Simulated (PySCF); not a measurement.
## Nuclear quadrupole coupling in `CP(C)CP(C)(C)=S`

C5H14P2S.
Geometry (GFN2-xTB, Å), atoms numbered from 1 in this order:
```
atom  x, y, z in Å
C1    -2.5780   -1.5108   -0.0998
P2    -1.2005   -0.5634   -0.8892
C3    -1.9884    1.0983   -0.9391
C4    -0.1731   -0.3382    0.6527
P5     1.3161    0.6918    0.3041
C6     2.5344    0.1196    1.5574
C7     1.9788    0.0419   -1.2750
S8     1.0274    2.6094    0.3382
H9    -3.3899   -1.6021   -0.8190
H10   -2.9428   -1.0090    0.7961
H11   -2.2333   -2.5111    0.1562
H12   -2.4656    1.3348    0.0117
H13   -1.2295    1.8488   -1.1554
H14   -2.7306    1.1087   -1.7360
H15    0.1562   -1.3258    0.9881
H16   -0.7472    0.1472    1.4487
H17    3.4544    0.6845    1.4099
H18    2.1446    0.3483    2.5491
H19    2.7327   -0.9465    1.4704
H20    2.9700    0.4690   -1.4274
H21    1.3231    0.3689   -2.0814
H22    2.0308   -1.0446   -1.2613
```

Field gradients from the PBE0/pcSseg-1 density (PySCF, non-relativistic), principal values in atomic units, ordered |Vxx| ≤ |Vyy| ≤ |Vzz|:

| atom | Vxx | Vyy | Vzz |
| --- | --- | --- | --- |
| S8 | -1.1229 | -1.1626 | 2.2855 |

Question: Find the asymmetry η = (Vxx − Vyy)/Vzz and the couplings χ = eQV/h (234.96 MHz × Q in barn × V in au), with Q(33S) = −0.0678 b.

Answer: 
```
atom         environment  nucleus     η  χzz (MHz)  χxx (MHz)  χyy (MHz)
  S8  sulfur bonded to P      33S  0.02     -36.41      17.89      18.52
```

The gradient is axial or nearly so (η below 0.05) at S8. 

Question: What is Vzz at S8 in SI units (1 au = 9.71736 × 10²¹ V/m²)?

Answer: 2.2855 au = 22.209 × 10²¹ V/m².

Question: What couplings would deuterons (Q(2H) = 0.00286 b) have in place of the hydrogens, at this geometry?

Answer: 
| atom | bonded to | bond length (Å) | Vzz (au) | η | χzz (kHz) |
| --- | --- | --- | --- | --- | --- |
| H9 | C1 | 1.088 | 0.3164 | 0.01 | 213 |
| H10 | C1 | 1.090 | 0.3127 | 0.00 | 210 |
| H11 | C1 | 1.089 | 0.3167 | 0.01 | 213 |
| H12 | C3 | 1.090 | 0.3132 | 0.02 | 210 |
| H13 | C3 | 1.089 | 0.3035 | 0.03 | 204 |
| H14 | C3 | 1.089 | 0.3163 | 0.02 | 213 |
| H15 | C4 | 1.094 | 0.3063 | 0.02 | 206 |
| H16 | C4 | 1.095 | 0.3018 | 0.01 | 203 |
| H17 | C6 | 1.090 | 0.3108 | 0.02 | 209 |
| H18 | C6 | 1.090 | 0.3110 | 0.02 | 209 |
| H19 | C6 | 1.088 | 0.3162 | 0.01 | 212 |
| H20 | C7 | 1.090 | 0.3112 | 0.02 | 209 |
| H21 | C7 | 1.090 | 0.3088 | 0.03 | 208 |
| H22 | C7 | 1.088 | 0.3158 | 0.02 | 212 |

The structure is a single GFN2-xTB conformer in the gas phase; no vibrational or solvent corrections. GFN2-xTB bond lengths can be off by several hundredths of an ångström, more for odd bonds, and the gradients follow them. A larger basis could move these couplings by a tenth or more.
